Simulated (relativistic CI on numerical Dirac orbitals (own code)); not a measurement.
A reference radial Dirac CI calculation of Lu24+ gave the lowest total energy -14307.72387 Ha in 30 SCF steps, from this input:

```
atom Lu  Z=71  charge=24  electrons=47
nucleus A=175  rms_radius_fm=5.3700
hamiltonian dirac-coulomb  breit=on  qed=on  c_scale=1
orbitals kli  potential=per-configuration
slater_scale 1
correlation none
mixing on
grid step=0.0125 r_max=8
scf mixing=0.4 start=green max_iterations=150 tolerance=2e-08 node_fill=0.05
configurations
  [Kr] 4d10 4f
  [Kr] 4d10 5s
  [Kr] 4d9 4f2
end
```

One setting was then changed (and the iteration limit cut to 73), and the output read:

```
SCF 1: [Kr] 4d10 4f
 iter      energy (Ha)   residual   last orbital (Ha)
    1    -14134.360437   6.39e+00    -52.93006
    2    -14282.858638   3.28e+00    -37.96025
    3    -14332.145783   2.58e-01    -26.12525
    4    -14332.472712   1.51e-01    -26.68302
    5    -14332.555997   1.16e-02    -26.11926
    6    -14332.556359   1.22e-03    -26.08648
    7    -14332.556373   2.52e-04    -26.07862
    8    -14332.556387   1.07e-06    -26.07982
    9    -14332.556387   1.87e-06    -26.07982
   10    -14332.556387   4.39e-09    -26.07981
SCF 2: [Kr] 4d10 5s
 iter      energy (Ha)   residual   last orbital (Ha)
    1    -14140.040673   6.34e+00    -34.21916
    2    -14281.011582   3.26e+00    -28.06971
    3    -14328.619428   2.42e-01    -22.74134
    4    -14328.862604   1.45e-01    -22.78735
    5    -14328.939297   1.11e-02    -22.47748
    6    -14328.939735   4.03e-04    -22.46487
    7    -14328.939775   3.00e-04    -22.46233
    8    -14328.939785   5.30e-06    -22.46269
    9    -14328.939785   2.42e-06    -22.46269
   10    -14328.939785   1.48e-08    -22.46268
SCF 3: [Kr] 4d9 4f2
 iter      energy (Ha)   residual   last orbital (Ha)
    1    -14125.173649   6.41e+00    -52.93006
    2    -14275.493232   3.28e+00    -37.88772
    3    -14325.020666   2.67e-01    -26.05492
    4    -14325.375610   1.55e-01    -26.63821
    5    -14325.463457   1.32e-02    -26.06237
    6    -14325.463920   1.86e-03    -26.02761
    7    -14325.463926   3.62e-04    -26.01665
    8    -14325.463944   4.24e-06    -26.01812
    9    -14325.463944   4.17e-06    -26.01812
   10    -14325.463944   1.23e-08    -26.01810
orbital energies (Ha): 3d5/2 -86.1862  4s -44.4554  4p1/2 -41.1439  4p3/2 -38.8364  4d3/2 -33.3654  4d5/2 -32.8997  4f5/2 -26.1911  4f7/2 -26.0798
configuration averages (Ha): Dirac-Coulomb, Breit, QED
  4d10 4f                     -14332.556387   14.843333   10.049497
  4d10 5s                     -14328.939785   14.860758   10.062802
  4d9 4f2                     -14325.463944   14.824598   10.049651
levels: no., configuration, term, J, E (cm-1), weight
   1 4d10 4f                2F*  5/2              0.0  1.00
   2 4d10 4f                2F*  7/2          21406.1  1.00
   3 4d10 5s                2S   1/2         812702.8  1.00
   4 4d9 4f2                4F   3/2        1410619.5  0.95
   5 4d9 4f2                4F   5/2        1414890.8  0.71
   6 4d9 4f2                4F   7/2        1426336.6  0.62
   7 4d9 4f2                4F   9/2        1442274.8  0.62
   8 4d9 4f2                2F   7/2        1444303.1  0.26
   9 4d9 4f2                4K   13/2       1452793.5  0.49
  10 4d9 4f2                4D   5/2        1454084.0  0.45
  11 4d9 4f2                2F   5/2        1456837.6  0.40
  12 4d9 4f2                4H   9/2        1456995.4  0.32
  13 4d9 4f2                4K   15/2       1459879.7  0.78
  14 4d9 4f2                4D   7/2        1461803.9  0.48
lowest total energy -14307.719290 Ha
end: converged
```

Question: Which setting was changed?
A. grid step
B. start potential
C. charge
D. speed of light

Answer: A. The grid step 0.08. This setting is bad on purpose; its numbers may not be properties of the ion.
